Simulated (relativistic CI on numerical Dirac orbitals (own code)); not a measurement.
**Ag2+: L2,3 absorption edge**

Computed with this model: Dirac-Coulomb-Breit CI, orbitals from a KLI potential per configuration, model QED (radiative potential, 1s self-energy scaled to tabulated hydrogen-like ionisation energies), valence Slater integrals scaled by 0.7, multiplet model of core-to-valence dipole absorption; configurations [Kr] 4d9 → [He] 2s2 2p5 3s2 3p6 3d10 4s2 4p6 4d10; 300 K; Lorentzian 1.6 eV and Gaussian 0.5 eV FWHM. Energies are those of the free ion, without screening or charge transfer. The branching ratio is the share of the lower-energy edge in the whole absorption, uncertain by about 0.02 where the edges overlap. S is read from ⟨S²⟩ = S(S + 1).

Field parameters in Wybourne normalisation: D3d B²₀ = −7Dσ, B⁴₀ = −14Dq − 21Dτ, B⁴₃ = −14√(10/7) Dq. The field is a parameter set, without covalency.

free ion: ground-state S = 0.50, centroid 3348.60 eV. Peaks (eV, height): 3348.5 (100).

D3d, 10Dq = 29550, Dσ = -1200, Dτ = 320 cm⁻¹: ground-state S = 0.50, centroid 3392.65 eV, branching ratio 0.758. Peaks (eV, height): 3350.8 (100), 3523.8 (32).

The statistical ratio of this edge is 2/3 = 0.667. Values above it arise where the holes sit mainly in the j = l + 1/2 valence subshell or the ground state has high spin; values below it where core-valence Coulomb terms move weight to the upper edge, as in nearly empty shells. At deep edges of heavy elements the radial integrals of the two core levels differ, which raises the baseline.

Strongest unbroadened transitions for free ion:

| Energy (eV) | Relative strength |
| --- | --- |
| 3348.60 | 100.0 |
